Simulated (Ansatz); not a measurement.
Gas-phase electronic energies from Ansatz, PBE0-D4/def2-TZVP geometries. CBS: MP2 limit from def2 TZ/QZ plus the TZ coupled-cluster correction, frozen cores. This one scheme is used for every species. Functionals use def2-TZVPP. B3LYP here is the variant with VWN-RPA as its local correlation; programs differ in this. Elements past krypton have def2 core potentials. For Sn outer-core shells are correlated without core-valence functions, which leaves a few kJ/mol of doubt a bond.

Reaction (ligand exchange at the Sn–C bond): `N#[C][Sn]([F])([Cl])[Cl]` + HCl → `[F][Sn]([Cl])([Cl])[Cl]` + `C#N`

(1) Is it downhill or uphill in electronic energy at CCSD(T)/CBS, and by how much? (Best estimate.)

(2) What do these levels give: revPBE-D4, B3LYP-D4, ωB97X-V, BHLYP, CCSD(T)/def2-SVP, SCS-MP2/def2-QZVPP? (Estimate.)

Largest T1 diagnostic among the species: 0.014.

Answers

(1) Computed: Downhill: ΔE = -0.81 eV.

(2) Computed: revPBE-D4 -0.83, B3LYP-D4 -0.87, ωB97X-V -0.83, BHLYP -0.88, CCSD(T)/def2-SVP -0.78, SCS-MP2/def2-QZVPP -0.79 eV.

Leaving LDA and LC-ωPBE aside and taking each functional with its dispersion term where it has one, the values, not all of them listed here, spread over 0.08 eV, from BHLYP-D4 to PBE-QIDH. In def2-TZVPP, CCSD(T) changes the Hartree–Fock value by +0.17 eV (the triples alone add +0.01 eV) and MP2 by +0.14 eV. At CCSD(T), def2-SVP lies +0.04 eV from the extrapolated value and def2-TZVPP +0.09 eV.
